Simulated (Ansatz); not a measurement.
A run for Ansatz (a program for electronic structure): U-r2SCANh/def2-TZVPP on CrHO (SMILES [OH][Cr]), 2S+1 = 2, a spin state set in the input, which need not be the lowest.

Ansatz 0.2 input:
```yaml
crystal:
  periodic: [false, false, false]
  atoms:
    - {symbol: Cr, position_ang: [-0.92801986, -0.69253055, -0.81356422]}
    - {symbol: O, position_ang: [0.38724815, -0.09473400, 0.26183390]}
    - {symbol: H, position_ang: [0.50760298, 0.83463615, 0.48141069]}
basis:
  gaussian:
    orbitals: def2-TZVPP
hamiltonian:
  xc: {name: r2SCANh}
magnetization: {spin_polarized: true, initial_magnetization: 1}
```

Output:

```
WARN ansatz: RAYON_NUM_THREADS=1 ignored (pool sized by the plan → 1); use --threads N
Functional definition: r2SCANh
integrals: 0.03 GiB planned
653 factors; their error is unknown
mean field: 0.43 GiB planned
mean field evaluation 1: about -30465.1454 eV, gradient 6.3e1 eV
mean field evaluation 2: about -30329.2964 eV, gradient 1.6e2 eV
mean field evaluation 4: about -30467.9959 eV, gradient 5.7e1 eV
mean field evaluation 8: about -30480.4484 eV, gradient 3.7e0 eV
mean field evaluation 16: about -30481.2303 eV, gradient 1.9e-1 eV
mean field evaluation 32: about -30481.2951 eV, gradient 2.5e-2 eV
mean field evaluation 64: about -30481.7280 eV, gradient 3.8e0 eV
mean field evaluation 96: about -30481.7373 eV, gradient 4.5e-2 eV
mean field evaluation 128: about -30481.5965 eV, gradient 2.6e-5 eV
mean field evaluation 160: about -30481.7440 eV, gradient 1.7e-2 eV
mean field evaluation 192: about -30481.5858 eV, gradient 2.1e-2 eV
mean field evaluation 224: about -30481.5917 eV, gradient 8.0e-2 eV
mean field evaluation 256: about -30481.7088 eV, gradient 4.8e0 eV
mean field evaluation 288: about -30481.5740 eV, gradient 8.1e-1 eV
mean field -30481.74787282 eV, -1120.1835730555 hartree, gradient 3.7e-6 eV, S^2 2.741316; 15 other end points of the search recorded, 0 dependent functions left out
reference -30481.74789389 eV, -1120.1835738295 hartree; 17, 16 occupied and 92, 93 virtual orbitals, 653 factors
Total energy: -30481.74789389 eV, -1120.1835738295 hartree
```

The run converged. Its determinant has ⟨S²⟩ = 2.74, a mixture of spin states.

Cost: around 2.6 core-minutes (rough).
